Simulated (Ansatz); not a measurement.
C2H9NSi⁻, that is SiH2Me(NHMe) with one electron more. Total charge -1; doublet. Geometry PBE0-D4/def2-SVP, that of the neutral singlet.

```csv
atom,x (Å),y (Å),z (Å)
Si1,-0.7403,-0.0882,0.4187
H2,-0.5441,-1.0182,1.5767
H3,-1.5051,1.0965,0.9498
C4,-1.7608,-0.8776,-0.9405
H5,-2.7569,-1.1569,-0.5634
H6,-1.2685,-1.7827,-1.3269
H7,-1.9094,-0.1796,-1.7799
N8,0.8309,0.2836,-0.2148
C9,1.9548,0.7020,0.5860
H10,0.8691,0.6151,-1.1731
H11,1.9911,1.7905,0.7924
H12,1.9271,0.1920,1.5627
H13,2.9119,0.4236,0.1124
```

At PBE-D4/def2-TZVPD, r2SCAN-D4/def2-TZVPD, PBE0-D4/def2-TZVPD the highest occupied level of the charge -1 doublet lies above zero (up to 2.54 eV). By energy differences it is unbound by 1.33 eV (vertical, against the charge 0 singlet, at r2SCAN-D4/def2-TZVPD) and held by the finite basis. At PBE-D4/def2-TZVPD, r2SCAN-D4/def2-TZVPD the gap within one spin of the charge -1 doublet nearly closes, so an electron or hole may be smeared out by delocalisation error.

(1) Estimate the α-spin orbital energies around the gap (eV) in Ansatz with PBE-D4/def2-TZVPD, r2SCAN-D4/def2-TZVPD, PBE0-D4/def2-TZVPD.

## Answers

(1) 
```
orbital  PBE-D4/def2-TZVPD  r2SCAN-D4/def2-TZVPD  PBE0-D4/def2-TZVPD
 HOMO−5              -5.69                 -6.09               -7.27
 HOMO−4              -4.58                 -4.94               -5.92
 HOMO−3              -4.06                 -4.44               -5.47
 HOMO−2              -3.89                 -4.23               -5.37
 HOMO−1              -1.57                 -1.86               -2.84
   HOMO               2.51                  2.54                2.34
   LUMO               2.51                  2.61                2.91
 LUMO+1               3.13                  3.43                3.63
 LUMO+2               3.50                  3.76                4.10
 LUMO+3               3.95                  4.28                4.55
 LUMO+4               4.11                  4.32                4.66
 LUMO+5               4.32                  4.57                4.92
 β HOMO              -1.55                 -1.85               -2.83
 β LUMO               2.84                  3.43                3.28
```
